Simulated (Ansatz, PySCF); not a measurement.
Gas-phase reaction (SMILES): O[Si](Br)(Br)Br + Cl (HCl) -> Cl[Si](Br)(Br)Br [tribromo(chloro)silane] + O (H2O); hydrogen chloride cleaves one Si-O bond, a model of a ligand-exchange step.

Geometries: B3LYP-D3(BJ)/def2-TZVP minima from Ansatz (an electronic-structure program), one conformer each, not searched for the lowest. Valence correlation only, unless marked. Spin-orbit coupling is left out. The frozen core is the preceding noble-gas configuration, with the filled d and f shells of earlier blocks. Non-relativistic. Basis-set limits of correlation are two-point, X^-3; Hartree-Fock from the larger set. Thermal terms are rigid-rotor harmonic-oscillator values from B3LYP-D3(BJ) frequencies (Ansatz or PySCF) at 298.15 K and 1 atm. 1 Eh = 627.5095 kcal/mol.

| species | E, CCSD(T)/CBS(def2-TZVPPD,def2-QZVPPD) (Ansatz) (Eh) | E, PBE/def2-TZVPD (Ansatz) (Eh) | H - E (Eh) |
|---|---|---|---|
| O[Si](Br)(Br)Br | -8083.09746 | -8086.64892 | 0.02646 |
| Cl (HCl) | -460.37886 | -460.62833 | 0.01000 |
| Cl[Si](Br)(Br)Br | -8467.09603 | -8470.89326 | 0.01391 |
| O (H2O) | -76.37558 | -76.38111 | 0.02495 |

Work out ΔE and ΔH at 298.15 K at the first level, then ΔH at the second.


1. ΔE = [(-8467.09603) + (-76.37558)] - [(-8083.09746) + (-460.37886)] = 0.00471 Eh = 3.0 kcal/mol at CCSD(T)/CBS(def2-TZVPPD,def2-QZVPPD).
2. The terms H - E add up to 0.00240 Eh, so ΔH = (0.00471 + (0.00240))×627.5095 = 4.5 kcal/mol.
3. At PBE/def2-TZVPD the same steps give ΔE = 1.8 and ΔH = 3.3 kcal/mol, a shift of -1.2 from the first level.
4. These values are not checked against measurement here, since the tables used lack a sound gas-phase enthalpy of formation for at least one species.
